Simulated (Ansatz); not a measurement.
Input for Ansatz (a first-principles code): R-CCSD(T)/cc-pVDZ on fluoroethane (SMILES CCF), a point of a torsion scan.

Ansatz 0.2 input:
```yaml
crystal:
  periodic: [false, false, false]
  atoms:
    - {symbol: C, position_ang: [0.77633994, 0.07570243, 0.05064041]}
    - {symbol: C, position_ang: [-0.71753048, -0.16952023, -0.04425944]}
    - {symbol: F, position_ang: [-1.36658411, 0.42044940, 1.01536552]}
    - {symbol: H, position_ang: [1.16701535, -0.34251119, 0.97496806]}
    - {symbol: H, position_ang: [1.27511617, -0.39433402, -0.79185654]}
    - {symbol: H, position_ang: [0.98261277, 1.14302264, 0.03703295]}
    - {symbol: H, position_ang: [-0.95705820, -1.23702645, 0.00121285]}
    - {symbol: H, position_ang: [-1.14384787, 0.26987480, -0.95211337]}
basis:
  gaussian:
    orbitals: cc-pVDZ
magnetization: {spin_polarized: false}
correlation: {method: ccsd_t, electrons: outside_noble_gas}
scf: {lower_state_search: off}
```

Problem. What total energy does the run end on?

Solution. -178.6107 hartree (reference determinant -178.0898, T1 diagnostic 0.009).
